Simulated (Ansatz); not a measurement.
Ansatz (a first-principles code) input (B3LYP-D3(BJ)/def2-TZVP):

Ansatz 0.2 input:
```yaml
crystal:
  periodic: [false, false, false]
  atoms:
    - {symbol: Ta, position_ang: [0.00000000, 0.00000000, 0.00000000]}
    - {symbol: F, position_ang: [0.00000000, 0.00000000, 1.89161714]}
    - {symbol: F, position_ang: [-0.00000000, -0.00000000, -1.89161714]}
basis:
  gaussian:
    orbitals: def2-TZVP
hamiltonian:
  xc: b3lyp
  dispersion: d3bj
magnetization: {spin_polarized: true, initial_magnetization: 3}
phonons: {temperatures: {t_min: 298.15, t_max: 298.15, t_step: 100}}
```

Output:

```
Functional definition: B3LYP
integrals: 0.03 GiB planned
686 factors; their error is unknown
mean field: 0.34 GiB planned
mean field evaluation 1: about -6985.9444 eV, gradient 3.6e1 eV
mean field evaluation 2: about -6968.5539 eV, gradient 8.5e1 eV
mean field evaluation 4: about -6989.7245 eV, gradient 1.7e0 eV
mean field evaluation 8: about -6989.7598 eV, gradient 7.2e-3 eV
mean field evaluation 16: about -6989.6518 eV, gradient 1.3e0 eV
mean field -6989.75982921 eV, -256.8689358940 hartree, gradient 4.1e-5 eV, S^2 3.753568; 1 other end points of the search recorded, 0 dependent functions left out
the calculation of the forces begins
reference -6989.76005207 eV, -256.8689440842 hartree; 17, 14 occupied and 85, 88 virtual orbitals, 686 factors
these checks for a lower state are left out or cut short: stability, starts, cluster_reference, orbital_swaps, neighbouring_geometries, increment
integrals: 0.03 GiB planned
686 factors; their error is unknown
mean field: 0.34 GiB planned
mean field -6989.75982833 eV, -256.8689358617 hartree, gradient 2.4e-6 eV, S^2 3.753568; 0 other end points of the search recorded, 0 dependent functions left out
the calculation of the forces begins
reference -6989.76005119 eV, -256.8689440518 hartree; 17, 14 occupied and 85, 88 virtual orbitals, 686 factors
these checks for a lower state are left out or cut short: stability, starts, cluster_reference, orbital_swaps, neighbouring_geometries, increment
integrals: 0.03 GiB planned
686 factors; their error is unknown
mean field: 0.34 GiB planned
mean field evaluation 32: about -6989.7598 eV, gradient 2.5e-6 eV
mean field -6989.75982833 eV, -256.8689358617 hartree, gradient 2.4e-6 eV, S^2 3.753568; 0 other end points of the search recorded, 0 dependent functions left out
the calculation of the forces begins
reference -6989.76005119 eV, -256.8689440519 hartree; 17, 14 occupied and 85, 88 virtual orbitals, 686 factors
these checks for a lower state are left out or cut short: stability, starts, cluster_reference, orbital_swaps, neighbouring_geometries, increment
integrals: 0.03 GiB planned
686 factors; their error is unknown
mean field: 0.34 GiB planned
mean field -6989.75982833 eV, -256.8689358617 hartree, gradient 2.4e-6 eV, S^2 3.753568; 0 other end points of the search recorded, 0 dependent functions left out
the calculation of the forces begins
reference -6989.76005119 eV, -256.8689440518 hartree; 17, 14 occupied and 85, 88 virtual orbitals, 686 factors
these checks for a lower state are left out or cut short: stability, starts, cluster_reference, orbital_swaps, neighbouring_geometries, increment
integrals: 0.03 GiB planned
686 factors; their error is unknown
mean field: 0.34 GiB planned
mean field -6989.75982833 eV, -256.8689358617 hartree, gradient 2.4e-6 eV, S^2 3.753568; 0 other end points of the search recorded, 0 dependent functions left out
the calculation of the forces begins
reference -6989.76005119 eV, -256.8689440518 hartree; 17, 14 occupied and 85, 88 virtual orbitals, 686 factors
these checks for a lower state are left out or cut short: stability, starts, cluster_reference, orbital_swaps, neighbouring_geometries, increment
integrals: 0.03 GiB planned
686 factors; their error is unknown
mean field: 0.34 GiB planned
mean field -6989.75968132 eV, -256.8689304594 hartree, gradient 2.4e-6 eV, S^2 3.753568; 0 other end points of the search recorded, 0 dependent functions left out
the calculation of the forces begins
reference -6989.75990419 eV, -256.8689386495 hartree; 17, 14 occupied and 85, 88 virtual orbitals, 686 factors
these checks for a lower state are left out or cut short: stability, starts, cluster_reference, orbital_swaps, neighbouring_geometries, increment
integrals: 0.03 GiB planned
686 factors; their error is unknown
mean field: 0.34 GiB planned
mean field evaluation 64: about -6989.7597 eV, gradient 2.4e-6 eV
mean field -6989.75968133 eV, -256.8689304594 hartree, gradient 2.4e-6 eV, S^2 3.753568; 0 other end points of the search recorded, 0 dependent functions left out
the calculation of the forces begins
reference -6989.75990419 eV, -256.8689386495 hartree; 17, 14 occupied and 85, 88 virtual orbitals, 686 factors
these checks for a lower state are left out or cut short: stability, starts, cluster_reference, orbital_swaps, neighbouring_geometries, increment
integrals: 0.03 GiB planned
686 factors; their error is unknown
mean field: 0.34 GiB planned
mean field -6989.75982899 eV, -256.8689358861 hartree, gradient 2.4e-6 eV, S^2 3.753568; 0 other end points of the search recorded, 0 dependent functions left out
the calculation of the forces begins
reference -6989.76005186 eV, -256.8689440762 hartree; 17, 14 occupied and 85, 88 virtual orbitals, 686 factors
these checks for a lower state are left out or cut short: stability, starts, cluster_reference, orbital_swaps, neighbouring_geometries, increment
integrals: 0.03 GiB planned
686 factors; their error is unknown
mean field: 0.34 GiB planned
mean field -6989.75982899 eV, -256.8689358861 hartree, gradient 2.4e-6 eV, S^2 3.753568; 0 other end points of the search recorded, 0 dependent functions left out
the calculation of the forces begins
reference -6989.76005186 eV, -256.8689440762 hartree; 17, 14 occupied and 85, 88 virtual orbitals, 686 factors
these checks for a lower state are left out or cut short: stability, starts, cluster_reference, orbital_swaps, neighbouring_geometries, increment
integrals: 0.03 GiB planned
686 factors; their error is unknown
mean field: 0.34 GiB planned
mean field -6989.75982899 eV, -256.8689358861 hartree, gradient 2.4e-6 eV, S^2 3.753568; 0 other end points of the search recorded, 0 dependent functions left out
the calculation of the forces begins
reference -6989.76005186 eV, -256.8689440762 hartree; 17, 14 occupied and 85, 88 virtual orbitals, 686 factors
these checks for a lower state are left out or cut short: stability, starts, cluster_reference, orbital_swaps, neighbouring_geometries, increment
integrals: 0.03 GiB planned
686 factors; their error is unknown
mean field: 0.34 GiB planned
mean field evaluation 96: about -6989.7598 eV, gradient 2.5e-6 eV
mean field -6989.75982899 eV, -256.8689358861 hartree, gradient 2.4e-6 eV, S^2 3.753568; 0 other end points of the search recorded, 0 dependent functions left out
the calculation of the forces begins
reference -6989.76005186 eV, -256.8689440762 hartree; 17, 14 occupied and 85, 88 virtual orbitals, 686 factors
these checks for a lower state are left out or cut short: stability, starts, cluster_reference, orbital_swaps, neighbouring_geometries, increment
integrals: 0.03 GiB planned
686 factors; their error is unknown
mean field: 0.34 GiB planned
mean field -6989.75975231 eV, -256.8689330680 hartree, gradient 2.4e-6 eV, S^2 3.753573; 0 other end points of the search recorded, 0 dependent functions left out
the calculation of the forces begins
reference -6989.75997517 eV, -256.8689412581 hartree; 17, 14 occupied and 85, 88 virtual orbitals, 686 factors
these checks for a lower state are left out or cut short: stability, starts, cluster_reference, orbital_swaps, neighbouring_geometries, increment
integrals: 0.03 GiB planned
686 factors; their error is unknown
mean field: 0.34 GiB planned
mean field -6989.75973609 eV, -256.8689324720 hartree, gradient 2.4e-6 eV, S^2 3.753564; 0 other end points of the search recorded, 0 dependent functions left out
the calculation of the forces begins
reference -6989.75995896 eV, -256.8689406622 hartree; 17, 14 occupied and 85, 88 virtual orbitals, 686 factors
Total energy: -6989.81786587 eV, -256.8710687018 hartree
Atom 0 at     0.000000     0.000000     0.000000 Å, force    -0.000000    -0.000000    -0.000000 eV/Å
Atom 1 at     0.000000     0.000000     1.891617 Å, force     0.000000     0.000000     0.000053 eV/Å
Atom 2 at    -0.000000    -0.000000    -1.891617 Å, force     0.000000     0.000000    -0.000053 eV/Å
Dipole moment:     0.000000    -0.000000    -0.000000 e Å
Vibrations: 49.42 49.42 640.16 663.31 cm⁻¹, zero-point energy 0.086932 eV
```

The spin state was set by rule; other spins were not relaxed.
